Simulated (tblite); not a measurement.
Compound: C4H7O3 (doublet state).
Numbering: `[CH2:1][C@H:2]([O:3][CH3:4])[C:5](=[O:6])[OH:7]` (hydrogens: H8, H9 on C1; H10 on C2; H11, H12, H13 on C4; H14 on O7)

Computed geometry: GFN2-xTB, gas phase. This method treats the open shell by occupation alone, without spin polarisation.

Q: List the bond lengths, angles and torsions at this level.

A: 
```
          bond  length (Å)
         C1–C2       1.463
         C2–O3       1.391
         O3–C4       1.409
         C2–C5       1.545
         C5=O6       1.202
         C5–O7       1.344
  C1–H8, C1–H9       1.071
        C2–H10       1.102
C4–H11, C4–H12       1.091
        C4–H13       1.097
        O7–H14       0.971
```

Bonds in one row agree within 0.01 Å and their mean is given. A selection of angles:
```
     angle  degrees
  C2–C1–H8    118.8
  H8–C1–H9    120.8
  C1–C2–O3    112.8
  C1–C2–C5     94.6
 C1–C2–H10    113.8
  O3–C2–C5    113.9
 O3–C2–H10    112.5
 C5–C2–H10    108.0
  C2–O3–C4    114.4
 O3–C4–H11    111.5
 O3–C4–H12    105.9
H11–C4–H12    109.4
  C2–C5–O6    125.5
  C2–C5–O7    110.7
  O6–C5–O7    123.8
 C5–O7–H14    110.1
```

Dihedral angles: C1–C2–O3–C4 -172° (antiperiplanar); C1–C2–C5–O6 91° (anticlinal); H14–O7–C5–C2 174° (antiperiplanar).

The 2 C–C bonds span 1.463 Å (C1–C2, drawn single) to 1.545 Å (C2–C5, drawn single), a spread of 0.082 Å. The C–O distances run from 1.202 Å (C5=O6, drawn double) to 1.409 Å (O3–C4, drawn single), a spread of 0.207 Å. O3 (oxygen bonded to 2 C) is bent (angle 114.4°). C1 (carbon bonded to C and 2 H) is planar (angles 120.8°, 120.0° and 118.8°, sum 359.5°, 0.05 Å off the plane of its three neighbours). O7 (oxygen bonded to C and H) is bent (angle 110.1°). Of the pairs four or more bonds apart, C5···H11 is among the closest relative to their van der Waals radii: 2.72 Å, 94 % of the sum of Bondi's values. C5 (carbon bonded to C and 2 O) is planar (angles 125.5°, 123.8° and 110.7°, sum 360.0°, 0.02 Å off the plane of its three neighbours).

Point group: C1 (no symmetry element, even within 0.4 Å). Its GFN2-xTB frequencies are all real (lowest 88 cm⁻¹). Torsions: H–C1–C2–O3 28° and -160°, C1–C2–O3–C4 -172°, C1–C2–C5–O6 91°, C2–C5–O7–H 174°. 2 starts were optimised and ended at 0.00 and 0.43 kcal/mol (GFN2-xTB); the lowest of these is shown.

Time: 0.47 s. Hardware: one thread, Arm Neoverse V1 (aarch64), shared host. That covers the optimisation of the geometry.

One conformer stands for the species.
